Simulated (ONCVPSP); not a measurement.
**u(r) = r·R(r): atom against pseudo-atom (Eu)**

Columns: radius, all-electron u(r) and pseudo u(r) of the 5s shell (level -48.25 eV) of europium in the configuration [Kr] 4d10 4f6 5s2 5p6 5d1 6s2; PBEsol, scalar-relativistic, ONCV scheme, ONCVPSP 4.0.1.

```tsv
r (bohr)	all-electron	pseudo
0.120	0.0985	0.1147
0.240	0.2246	0.2307
0.360	-0.3844	0.3483
0.480	-0.5330	0.4658
0.600	-0.2432	0.5799
0.720	0.1848	0.6853
0.840	0.5625	0.7757
0.960	0.8243	0.8454
1.080	0.9684	0.8894
1.200	1.0176	0.9054
1.320	0.9996	0.8933
1.440	0.9386	0.8558
1.560	0.8536	0.7978
1.680	0.7583	0.7254
1.800	0.6617	0.6449
1.920	0.5695	0.5623
2.040	0.4847	0.4823
2.160	0.4089	0.4084
2.280	0.3425	0.3424
2.400	0.2853	0.2852
2.520	0.2364	0.2364
2.640	0.1952	0.1952
2.760	0.1606	0.1606
2.880	0.1318	0.1318
3.000	0.1079	0.1079
3.120	0.0882	0.0882
```

(1) How many radial nodes do the two functions have?

(2) At about which radius was the pseudo-wave matched?

(3) Is the pseudo-wave norm-conserving?

Answers

(1) The all-electron 5s function has n − l − 1 = 4 (the table is too coarse to show those close to the nucleus); the pseudo-wave has 0, since the states of the same l below it are removed with the core.

(2) 2.40 bohr, where the columns begin to agree (steps of 0.12 bohr).

(3) Yes: the ONCV scheme keeps the norm inside the radius equal to the all-electron one, which fixes the energy derivative of the logarithmic derivative at the level.
